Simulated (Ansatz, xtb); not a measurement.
## C2H9BSSi: 5 structures ranked

5 gas-phase structures of C2H9BSSi, from a drawn sample of its isomers (lower ones may exist). Each was relaxed with GFN2-xTB; where two conformers were screened, the lower at r2SCAN-D4/def2-SVP is listed:

A. `BC[Si@@H](C)S`, a singlet
B. `B[C@@H](S)[SiH2]C`, a singlet
C. a singlet given by its coordinates
D. `BC[SiH2]CS`, a singlet
E. `B[Si@@H](C)CS`, a singlet

C (Å):

```xyz
14

C    -0.6230   -1.0357   -0.0644
C    -0.9764    0.6943    2.4321
B    -0.1010   -0.3924   -1.4024
S     0.3627   -2.2918   -0.9885
Si    0.0143   -0.7377    1.6902
H     0.8689    0.2722   -1.3829
H    -0.8278   -0.3383   -2.3238
H    -1.6455   -1.4076   -0.0806
H     1.5564   -2.0326   -0.4437
H     1.4487   -0.4134    1.6185
H    -0.1368   -1.9707    2.4793
H    -0.8685    1.5966    1.8370
H    -2.0359    0.4615    2.4887
H    -0.6334    0.9151    3.4380
```

Close contacts (Å): C1–B3 1.57, C1–S4 1.84, C1–Si5 1.89, C2–Si5 1.89, B3–S4 2.00, C1–H8 1.09, C2–H12 1.09, C2–H13 1.09, C2–H14 1.09, B3–H6 1.18, B3–H7 1.17, S4–H9 1.34, Si5–H10 1.47, Si5–H11 1.47.

Estimate their order in r2SCAN-D4/def2-SVP energy at these geometries, lowest first.

Calculated order at r2SCAN-D4/def2-SVP: A (0.0), C (86.9), B (116.7), D (121.1), E (175.3) kJ/mol.

Energies above the lowest of each column, in kJ/mol; the last columns are at B3LYP-D3(BJ)/def2-SVP geometries and were run for some of them only (a dash: not run or not comparable):

| structure | GFN2-xTB | HF/STO-3G | r2SCAN-D4/def2-SVP | B3LYP-D3(BJ)/def2-SVP | CCSD(T)/def2-SVP + ΔMP2/def2-TZVPP |
| --- | --- | --- | --- | --- | --- |
| A | 0.0 | 0.0 | 0.0 | 0.0 | 0.0 |
| C | 60.5 | 61.4 | 86.9 | 90.9 | 88.2 |
| B | 85.4 | 100.4 | 116.7 | – | – |
| D | 87.7 | 96.8 | 121.1 | – | – |
| E | 141.4 | 129.3 | 175.3 | – | – |

Every level run on A puts it lowest or level with the lowest. Some further structures that were screened fall inside this span and aren't listed. Flexible structures stand in one conformer each, not always the lowest. Frequencies (GFN2-xTB) were run for A, C alone. ΔMP2 is the change of the MP2 energy from the smaller to the larger basis.

Over these structures GFN2-xTB departs from r2SCAN-D4/def2-SVP by 10.0 kJ/mol on average once a common shift is removed. A GFN2-xTB relaxation took about 0.11 s and the r2SCAN-D4/def2-SVP energy about 1.5 s on a shared host (Ansatz 0.2.0, xtb 6.7.1).
